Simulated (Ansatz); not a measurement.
`[F][AlH][SbH2]` + `NC=O` → `O=C[NH][SbH2]` + `[F][AlH2]` at 600 K and 1 bar (cleavage of the Sb–Al bond).

Gas-phase electronic energies from Ansatz, PBE0-D4/def2-TZVP geometries. CCSD(T)/CBS adds triple-zeta CCSD(T) − MP2 to the extrapolated MP2 energy (def2 sets, frozen cores). This one scheme is used for every species. def2 core potentials past Kr. For Sb outer-core shells are correlated without core-valence functions, which leaves a few kJ/mol of doubt a bond. One conformer a species, not always the lowest.

```csv
species,CCSD(T)/CBS energy (Eh),H − E (kJ/mol),S (J/(mol·K))
`[F][AlH][SbH2]`,-583.69641,106.2,399.0
`NC=O`,-169.73435,152.2,302.2
`O=C[NH][SbH2]`,-410.33905,178.4,396.4
`[F][AlH2]`,-343.06661,68.4,279.9
```

H − E and S are ideal-gas, rigid-rotor, harmonic terms from PBE0-D4/def2-TZVP, for one conformer and one mirror image of each species. 1 Eh = 2625.50 kJ/mol, R = 8.31446 J/(mol·K).

Question: By hand: ΔE, ΔH, ΔS and ΔG.

Answer: ΔE = (-410.33905) + (-343.06661) − (-583.69641) − (-169.73435) = 0.02510 Eh = 65.9 kJ/mol. Δ(H − E) = 178.4 + 68.4 − 106.2 − 152.2 = -11.6, so ΔH = 54.3 kJ/mol. ΔS = 396.4 + 279.9 − 399.0 − 302.2 = -24.9 J/(mol·K). ΔG = 54.3 − 600 × (-24.9)/1000 = 69.2 kJ/mol.

Question: By hand: the equilibrium constant, and the temperature at which ΔG would vanish if ΔH and ΔS stayed fixed.

Answer: log₁₀ K = −ΔG/(RT ln 10) = -6.0. ΔH and −TΔS have one sign here, so there is no such temperature.

ΔH outweighs TΔS. A doubt of 5 kJ/mol in ΔE shifts log₁₀ K by 0.4 here. Other conformers and mirror images would add mixing entropy, several J/(mol·K) or more a flexible species. These are equilibria of isolated gas molecules and say nothing of rates. Largest T1 diagnostic: 0.017 (customary marks: 0.02 for closed shells, 0.045 for open ones).
